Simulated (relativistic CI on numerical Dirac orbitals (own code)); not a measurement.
Sensitivity of the levels of Pm³³⁺ to α and to the nuclear radius

Calculated at this level of theory: Dirac-Coulomb-Breit CI, orbitals from a KLI potential per configuration, derivatives by finite differences, unscaled Slater integrals, QED left out (own radial code, finite nucleus).

CI space (outside the closed core [Ne] 3s2): 3p⁶3d¹⁰, 3p⁶3d⁹4s, 3p⁶3d⁹4p, 3p⁶3d⁹4d, 3p⁵3d¹⁰4s, 3p⁶3d⁹4f, 3p⁵3d¹⁰4p, 3p⁶3d⁸4s². Levels of other configurations are missing.

With x = (α/α₀)² − 1 an excitation energy changes as ω = ω₀ + qx; K = 2q/ω₀ is the relative enhancement. Terms are leading LS components, so labels can repeat. The field-shift factor is F = δν/δ⟨r²⟩ for the transition from the lowest level.

Lowest level 3p⁶3d¹⁰ ¹S0.

| Level | ω₀ (cm⁻¹) | q (cm⁻¹) | K | F (GHz/fm²) |
| --- | --- | --- | --- | --- |
| 3p⁶3d⁹4s ³D3 | 7141869 | -592800 | -0.166 | 588 |
| 3p⁶3d⁹4s ¹D2 | 7153082 | -591400 | -0.165 | 587 |
| 3p⁶3d⁹4s ³D1 | 7346106 | -388200 | -0.106 | 591 |
| 3p⁶3d⁹4s ³D2 | 7353966 | -388300 | -0.106 | 590 |
| 3p⁶3d⁹4p ³P°2 | 7689223 | -531600 | -0.138 | 64.8 |
| 3p⁶3d⁹4p ³F°3 | 7698770 | -534200 | -0.139 | 63.9 |
| 3p⁶3d⁹4p ³F°2 | 7895717 | -329100 | -0.0834 | 66.6 |
| 3p⁶3d⁹4p ³D°1 | 7913339 | -322800 | -0.0816 | 66.3 |
| 3p⁶3d⁹4p ³F°4 | 7985880 | -196000 | -0.0491 | 44.9 |
| 3p⁶3d⁹4p ¹D°2 | 7998243 | -199100 | -0.0498 | 46.1 |
| 3p⁶3d⁹4p ¹P°1 | 8004218 | -197200 | -0.0493 | 47 |
| 3p⁶3d⁹4p ³D°3 | 8015975 | -195100 | -0.0487 | 45 |
| 3p⁶3d⁹4p ³P°0 | 8167680 | 10320 | 0.00253 | 48.7 |
| 3p⁶3d⁹4p ³D°1 | 8198034 | 5615 | 0.00137 | 48.3 |
| 3p⁶3d⁹4p ³F°3 | 8198921 | 8306 | 0.00203 | 47.7 |
| 3p⁶3d⁹4p ³D°2 | 8214898 | 8100 | 0.00197 | 48 |
| 3p⁶3d⁹4d ³S1 | 8820027 | -164300 | -0.0372 | 48.9 |
| 3p⁶3d⁹4d ³G4 | 8853913 | -172400 | -0.0389 | 48.7 |
| 3p⁶3d⁹4d ³D2 | 8860436 | -169900 | -0.0384 | 48.8 |
| 3p⁶3d⁹4d ³F3 | 8874713 | -170300 | -0.0384 | 48.8 |
| 3p⁶3d⁹4d ¹P1 | 8899305 | -113500 | -0.0255 | 49.5 |
| 3p⁶3d⁹4d ³G5 | 8907435 | -109800 | -0.0246 | 49.6 |
| 3p⁶3d⁹4d ³D3 | 8929897 | -108800 | -0.0244 | 49.6 |

At this charge energies of transitions that change n are usually good to better than 1 %, and those within a shell (Δn = 0) to a few per cent.
